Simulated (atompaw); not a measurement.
**Building the PAW (atompaw) potential for manganese (Mn) (LDA (PW92), scalar-relativistic).**

The input file (atompaw 4.2.0.5):

```
Mn 25
LDA-PW scalarrelativistic loggrid 1500 logderivrange -3 5 201
4 4 3 0 0 0
4 0 1.75
4 1 0.25
3 2 5
0 0 0
c
c
c
v
c
c
v
v
2
3.00 2.20 2.70 2.60
y
0.6
n
y
3.95
n
y
-0.1
n
custom polynom2 7 10 vanderbiltortho sinc
3 0 vpsmatchnc
3.00
3.00
3.00
3.00
1.80
1.80
PWSCFOUT
UPFDX 0.0125d0 UPFXMIN -7.d0 UPFZMESH 25.d0
END
```

Command:

```bash
atompaw < Mn.input > Mn.log
```

Output (summary file):

```
Completed calculations for Mn (AE)

 Exchange-correlation type: LDA, Perdew-Wang correlation

 Radial integration grid is logarithmic
 r0 =   3.3078265E-04 h =   8.2695663E-03   n =      1500 rmax =   8.0000000E+01

 Scalar relativistic calculation

 AEatom converged in  43 iterations
   nz     =  25.00
   delta  =       4.270564539442E-17

 All Electron Orbital energies:
  n  l      occupancy      energy
  1  0      2.0000000E+00 -4.7149630E+02
  2  0      2.0000000E+00 -5.4580727E+01
  3  0      2.0000000E+00 -6.3087390E+00
  4  0      1.7500000E+00 -4.0827424E-01
  2  1      6.0000000E+00 -4.6316824E+01
  3  1      6.0000000E+00 -4.0363840E+00
  4  1      2.5000000E-01 -1.2434869E-01
  3  2      5.0000000E+00 -5.4545856E-01

 Total energy
   Total                    :    -2312.21280922804544

 ---
 Completed calculations for Mn (SC)

 Exchange-correlation type: LDA, Perdew-Wang correlation

 Radial integration grid is logarithmic
 r0 =   3.3078265E-04 h =   8.2695663E-03   n =      1500 rmax =   8.0000000E+01

 Scalar relativistic calculation

 SCatom converged in   1 iterations
   nz     =  25.00
   delta  =       9.861091222528E-17

 Valence Electron Orbital energies:
  n  l      occupancy      energy
   4  0      1.7500000E+00 -4.0827424E-01
   4  1      2.5000000E-01 -1.2434869E-01
   3  2      5.0000000E+00 -5.4545856E-01

 Total energy
   Total                    :    -2312.21280922844107
   Valence                  :     -119.25739110865914

 PAW parameters:
       lmax =            2
         rc =    3.0008714927452780
        irc =         1103
   rc_shape =    2.2097719846193598
    rc_vloc =    2.7173481211471096
    rc_core =    2.6072694324118855
   Vloc: VPS match (norm-conservation) with l= 3;e=   0.0000E+00
   Projector type: improved polynomial pseudization + Vanderbilt ortho.
   Sinc^2 compensation charge shape zeroed at   2.2098E+00

 Number of basis functions     6
 No.   n  nodes  l      Energy         Cp coeff         Occ
  1    4    3    0   -0.4082742E+00  0.3114559E+02  0.1750000E+01
  2  999    4    0    0.6000000E+00  0.6577466E-01  0.0000000E+00
  3    4    2    1   -0.1243487E+00  0.7462425E+01  0.2500000E+00
  4  999    3    1    0.3950000E+01  0.7060233E+00  0.0000000E+00
  5    3    0    2   -0.5454586E+00 -0.5265297E+03  0.5000000E+01
  6  999    1    2   -0.1000000E+00 -0.4286816E+03  0.0000000E+00

 Eigenvalues of overlap operator (in the basis of projectors):
    1        7.93096201E-03
    2        2.22610894E+00
    3        2.52930058E+00
    4        5.46643211E+01
    5        8.28922139E+02
    6        3.18135681E+03

 Orbital leakage outside PAW augmentation regions
   orb  is_core?  %out_of_sphere
   1 0    T           0.00
   2 0    T           0.00
   3 0    T           0.00
   4 0    F          45.35
   2 1    T           0.00
   3 1    T           0.03
   4 1    F          75.28
   3 2    F           2.83

 Summary of PAW energies
   Total valence energy     :   -119.25739555596157
   Smooth energy            :      8.93276932328824
   One center               :   -128.19016487924981
   Smooth kinetic           :      9.44163252463881
   Vloc energy              :     -1.90849331121421
   Smooth exch-corr         :     -2.38361913332100
   One-center xc            :    -97.03669556408147
```

The run took about 7.2 s on one core of a shared server CPU.
